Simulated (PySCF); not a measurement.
A calculated (B3LYP, PySCF 2.14, x2c-SVPall, the spin-free X2C one-electron Hamiltonian (Gaussian nucleus)) atom or ion has these occupied shells.

| shell | electrons | orbital energy (eV) | rms radius, mean of both spins (bohr) |
| --- | --- | --- | --- |
| 1s α | 1 | -7628.1 | 0.0649 |
| 1s β | 1 | -7628.1 | 0.0649 |
| 2s α | 1 | -915.14 | 0.277 |
| 2s β | 1 | -914.08 | 0.277 |
| 2p α | 3 | -784.08 | 0.249 |
| 2p β | 3 | -783.19 | 0.249 |
| 3s α | 1 | -111.37 | 0.835 |
| 3s β | 1 | -108.74 | 0.835 |
| 3p α | 3 | -73.736 | 0.895 |
| 3p β | 3 | -70.943 | 0.895 |
| 3d α | 5 | -14.786 | 1.32 |
| 3d β | 3 | -13.289 | 1.32 |

**Question.** Name the element and its charge.

**Answer.** Co+ (cobalt, charge +1), in [Ar] 3d8, high-spin 3F determinant.
